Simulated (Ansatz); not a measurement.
`[AlH2][NH][SiH2][GeH3]` + `S[SiH2]Cl` → `Cl[SiH2][S][GeH3]` + `[AlH2][NH][SiH3]` at 700 K and 1 bar (cleavage of the Ge–Si bond).

Gas-phase electronic energies from Ansatz, PBE0-D4/def2-TZVP geometries. CBS: MP2 limit from def2 TZ/QZ plus the TZ coupled-cluster correction, frozen cores. For Ge outer-core shells are correlated without core-valence functions, which leaves a few kJ/mol of doubt a bond. Scalar relativity is left out up to krypton. Each species was taken in one conformer, which may not be the lowest.

```json
{"species": "`[AlH2][NH][SiH2][GeH3]`", "CCSD(T)/CBS energy (Eh)": "-2666.76326", "H − E (kJ/mol)": "281.3", "S (J/(mol·K))": "537.4"}
{"species": "`S[SiH2]Cl`", "CCSD(T)/CBS energy (Eh)": "-1148.50980", "H − E (kJ/mol)": "126.8", "S (J/(mol·K))": "380.7"}
{"species": "`Cl[SiH2][S][GeH3]`", "CCSD(T)/CBS energy (Eh)": "-3225.84041", "H − E (kJ/mol)": "195.6", "S (J/(mol·K))": "499.9"}
{"species": "`[AlH2][NH][SiH3]`", "CCSD(T)/CBS energy (Eh)": "-589.44550", "H − E (kJ/mol)": "212.2", "S (J/(mol·K))": "417.7"}
```

H − E and S are ideal-gas, rigid-rotor, harmonic terms from PBE0-D4/def2-TZVP, for one conformer and one mirror image of each species. 1 Eh = 2625.50 kJ/mol, R = 8.31446 J/(mol·K).

Q: By hand: ΔE, ΔH, ΔS and ΔG.

A: ΔE = (-3225.84041) + (-589.44550) − (-2666.76326) − (-1148.50980) = -0.01285 Eh = -33.7 kJ/mol. Δ(H − E) = 195.6 + 212.2 − 281.3 − 126.8 = -0.3, so ΔH = -34.0 kJ/mol. ΔS = 499.9 + 417.7 − 537.4 − 380.7 = -0.5 J/(mol·K). ΔG = -34.0 − 700 × (-0.5)/1000 = -33.6 kJ/mol.

Q: By hand: the equilibrium constant, and the temperature at which ΔG would vanish if ΔH and ΔS stayed fixed.

A: log₁₀ K = −ΔG/(RT ln 10) = 2.5. ΔG = 0 at ΔH/ΔS = 68000 K, far beyond where these terms or the molecules hold.

The number of gas molecules stays the same, so ΔS is small and ΔH decides. A doubt of 5 kJ/mol in ΔE shifts log₁₀ K by 0.4 here. Other conformers and mirror images would add mixing entropy, several J/(mol·K) or more a flexible species. Modes under 60 cm⁻¹, often nearly free rotors, make the harmonic entropy too high. These are equilibria of isolated gas molecules and say nothing of rates. Largest T1 diagnostic: 0.012 (customary marks: 0.02 for closed shells, 0.045 for open ones).
